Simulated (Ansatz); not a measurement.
CH₃Be (SMILES [Be+][CH3]), charge +1, singlet, at a GFN2-xTB geometry (such geometries of metal compounds can be far from the true shape); Ansatz (an electronic-structure program) with HF/def2-SV(P).

Here is a job for Ansatz.
Ansatz 0.2 input:
```yaml
crystal:
  periodic: [false, false, false]
  atoms:
    - {symbol: Be, position_ang: [-0.87759202, -0.53854405, -0.72562287]}
    - {symbol: C, position_ang: [0.27844652, 0.17087179, 0.23022904]}
    - {symbol: H, position_ang: [0.87946345, -0.51977720, 0.85011061]}
    - {symbol: H, position_ang: [-0.09394812, 0.89853793, 0.97473878]}
    - {symbol: H, position_ang: [1.05417361, 0.75018474, -0.30373214]}
basis:
  gaussian:
    orbitals: def2-SV_P_.json
hamiltonian:
  xc: hf
total_charge: 1
```
The basis file holds def2-SV(P) in the JSON format of the Basis Set Exchange.

The log (banner, timings and long lists left out):

```
Functional definition: HF
368 factors; integrals over basis functions are off by at most 4.8e-4 eV
mean field evaluation 1: about -1460.9079 eV, gradient 4.3e1 eV
mean field evaluation 2: about -1460.9216 eV, gradient 4.3e1 eV
mean field evaluation 4: about -1465.5628 eV, gradient 1.8e0 eV
mean field evaluation 8: about -1465.5783 eV, gradient 1.2e-1 eV
mean field -1465.57859545 eV, -53.8590199780 hartree, gradient 2.7e-5 eV, S^2 0.000000; 0 other end points of the search recorded, 0 dependent functions left out
reference -1465.57859545 eV, -53.8590199780 hartree; 6, 6 occupied and 23, 23 virtual orbitals, 368 factors
Total energy: -1465.57859545 eV, -53.8590199780 hartree
```
